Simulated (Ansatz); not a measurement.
`C[O][Cd][Cl]` + HCl → `[Cl][Cd][Cl]` + CH₃OH at 700 K and 1 bar (ligand exchange at a Cd–O bond).

Isolated molecules relaxed with PBE0-D4/def2-TZVP in Ansatz; ΔE leaves out vibrations. CCSD(T)/CBS adds triple-zeta CCSD(T) − MP2 to the extrapolated MP2 energy (def2 sets, frozen cores). This one scheme is used for every species. def2 core potentials past Kr. For Cd outer-core shells are correlated without core-valence functions, which leaves a few kJ/mol of doubt a bond. Each species was taken in one conformer, which may not be the lowest.

| species | CCSD(T)/CBS energy (Eh) | H − E (kJ/mol) | S (J/(mol·K)) |
| --- | --- | --- | --- |
| `C[O][Cd][Cl]` | -742.55216 | 167.9 | 422.8 |
| HCl | -460.38127 | 38.4 | 211.8 |
| `[Cl][Cd][Cl]` | -1087.36358 | 44.3 | 337.7 |
| CH₃OH | -115.61712 | 170.8 | 288.5 |

H − E and S are ideal-gas, rigid-rotor, harmonic terms from PBE0-D4/def2-TZVP, for one conformer and one mirror image of each species. 1 Eh = 2625.50 kJ/mol, R = 8.31446 J/(mol·K).

**Question.** By hand: ΔE, ΔH, ΔS and ΔG.

**Answer.** ΔE = (-1087.36358) + (-115.61712) − (-742.55216) − (-460.38127) = -0.04727 Eh = -124.1 kJ/mol. Δ(H − E) = 44.3 + 170.8 − 167.9 − 38.4 = 8.8, so ΔH = -115.3 kJ/mol. ΔS = 337.7 + 288.5 − 422.8 − 211.8 = -8.4 J/(mol·K). ΔG = -115.3 − 700 × (-8.4)/1000 = -109.4 kJ/mol.

**Question.** By hand: the equilibrium constant, and the temperature at which ΔG would vanish if ΔH and ΔS stayed fixed.

**Answer.** log₁₀ K = −ΔG/(RT ln 10) = 8.2. ΔG = 0 at ΔH/ΔS = 13726 K, far beyond where these terms or the molecules hold.

The number of gas molecules stays the same, so ΔS is small and ΔH decides. A doubt of 5 kJ/mol in ΔE shifts log₁₀ K by 0.4 here. Other conformers and mirror images would add mixing entropy, several J/(mol·K) or more a flexible species. These are equilibria of isolated gas molecules and say nothing of rates. Largest T1 diagnostic: 0.016 (customary marks: 0.02 for closed shells, 0.045 for open ones).
